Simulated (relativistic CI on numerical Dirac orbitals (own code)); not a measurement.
# Calculated levels, Se²³⁺

Method of calculation: Dirac-Coulomb-Breit CI, orbitals from a KLI potential per configuration, model QED (radiative potential, 1s self-energy scaled to tabulated hydrogen-like ionisation energies), unscaled Slater integrals (own radial code, finite nucleus).

Configurations in the expansion (outside the closed core [Ne]): 3s, 3p, 3d, 4s, 4p, 4d, 4f, 5s, 5p, 5d, 5f, 5g, 6s, 6p, 6d, 7s, 7p. Levels of other configurations are missing.

The lowest level is 3s 2S_1/2, with 100 % of that term; Hund's rules for 3s give 2S with J = 1/2, in agreement.

```tsv
No.	Configuration	Term	J	E (eV)	%	Lifetime (s)	jj configuration (%)
1	3s	2S	1/2	0.000	100		3s (100)
2	3p	2P°	1/2	51.966	100	9.33e-11	3p1/2 (100)
3	3p	2P°	3/2	61.777	100	5.47e-11	3p3/2 (100)
4	3d	2D	3/2	131.285	100	3.03e-11	3d3/2 (100)
5	3d	2D	5/2	133.049	100	3.92e-11	3d5/2 (100)
6	4s	2S	1/2	480.186	100	7.67e-13	4s (100)
7	4p	2P°	1/2	501.276	100	7.48e-13	4p1/2 (100)
8	4p	2P°	3/2	505.179	100	8.21e-13	4p3/2 (100)
9	4d	2D	3/2	531.059	100	4.45e-13	4d3/2 (100)
10	4d	2D	5/2	531.845	100	4.41e-13	4d5/2 (100)
11	4f	2F°	5/2	544.278	100	2.00e-13	4f5/2 (100)
12	4f	2F°	7/2	544.587	100	2.01e-13	4f7/2 (100)
13	5s	2S	1/2	689.435	100	9.58e-13	5s (100)
14	5p	2P°	1/2	699.954	100	9.15e-13	5p1/2 (100)
15	5p	2P°	3/2	701.897	100	9.92e-13	5p3/2 (100)
16	5d	2D	3/2	714.464	100	5.86e-13	5d3/2 (100)
17	5d	2D	5/2	714.875	100	5.83e-13	5d5/2 (100)
18	5f	2F°	5/2	721.074	100	3.70e-13	5f5/2 (100)
19	5f	2F°	7/2	721.233	100	3.72e-13	5f7/2 (100)
20	5g	2G	7/2	721.902	100	7.02e-13	5g7/2 (100)
21	5g	2G	9/2	721.998	100	7.03e-13	5g9/2 (100)
22	6s	2S	1/2	799.288	100	1.34e-12	6s (100)
23	6p	2P°	1/2	805.266	100	1.27e-12	6p1/2 (100)
24	6p	2P°	3/2	806.371	100	1.36e-12	6p3/2 (100)
25	6d	2D	3/2	813.434	100	8.50e-13	6d3/2 (100)
26	6d	2D	5/2	813.674	100	8.49e-13	6d5/2 (100)
27	7s	2S	1/2	864.057	100	1.85e-12	7s (100)
28	7p	2P°	1/2	867.771	100	1.81e-12	7p1/2 (100)
29	7p	2P°	3/2	868.459	100	1.93e-12	7p3/2 (100)
```

Energies count from the lowest computed level; ° marks odd parity; lifetimes are radiative, by E1, M1, E2, M2 decay to levels of this space only. Filled j subshells are mostly left out of the jj labels.

The mean weight of the leading LS term, summed over parents, in these 29 levels is 100 %, and that of the leading jj configuration (from the same eigenvectors) 100 %.

At this charge energies of transitions that change n are usually good to better than 1 %, and those within a shell (Δn = 0) to a few per cent.
